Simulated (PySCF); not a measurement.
## Bond length, frequency and bond energy of BBr⁺ by level of theory

State: ²Σ⁺ (doublet), unpaired electrons σ ↑. Set-up: PySCF, no relativity, basis sets B 6-31G(d,p), Br 6-31G(d,p). De refers to B⁺ + Br in their high-spin ground configurations, without counterpoise correction. The functionals are run spin-unrestricted. A positive dipole points towards Br; it is taken about the centre of mass and depends on that origin.

```csv
Level,Re (Å),ωe (cm⁻¹),De (eV),μ (D),"CPU s a point (SCF and correlation, without the integrals)"
UHF,1.751,976,2.37,-4.01,0.12
UHF-MP2,1.747,1002,3.19,n/a,0.2
UHF-SCS-MP2,1.751,984,2.89,n/a,n/a
UHF-CCSD,1.754,961,2.55,n/a,n/a
UHF-CCSD(T),1.759,954,2.74,n/a,4.3
PBE,1.768,927,3.93,-3.18,0.59
BLYP,1.778,899,3.61,-3.25,0.45
r²SCAN,1.758,954,3.95,-3.36,0.88
PBE0,1.753,962,3.63,-3.36,0.96
MN15,1.748,969,3.19,-3.53,1
M06-2X,1.750,967,3.01,-3.54,1
LC-ωPBE,1.738,999,3.41,-3.45,0.95
```

Task: Which functional lies closest to UHF-CCSD(T) in De, which farthest, and by how much do they differ from it?

Result: Closest is M06-2X (-0.9 pm in Re, +1.4 % in ωe, +0.27 eV in De against UHF-CCSD(T) in the same basis), farthest r²SCAN (-0.1 pm in Re, +0.0 % in ωe, +1.21 eV in De). CCSD(T) converges more slowly with the basis than the functionals do and binds too weakly in this one, so the order can change at the basis-set limit.

Task: What does the step from GGA to meta-GGA do here, going from PBE to r²SCAN?

Result: r²SCAN less PBE: -1.0 pm in Re, +2.9 % in ωe, +0.02 eV in De. 

Task: What does second-order correlation do here, going from UHF to UHF-MP2?

Result: UHF-MP2 less UHF: -0.4 pm in Re, +2.7 % in ωe, +0.82 eV in De. Correlation nearly always deepens the well. The bond shortens, as in weak, metallic or heavy-atom bonds, where dispersion and the correlation of outer-core electrons pull the atoms together.

Correlated steps freeze 10 core orbitals. Correlated levels converge slowly with the basis: in double zeta they bind strong bonds too weakly, by up to about 1 eV, and carry superposition errors of some tenths. Spin–orbit coupling is left out. For an ion De counts to the pair picked by the measured ionisation energies or electron affinities, which need not be the lowest pair at this level. The state was picked by a PBE0 search and need not be the measured ground state.

The whole job (state search and all levels along the bond) took about 2.1 min on 1 thread of Arm Neoverse V1 (shared host), peak memory 0.51 GiB.
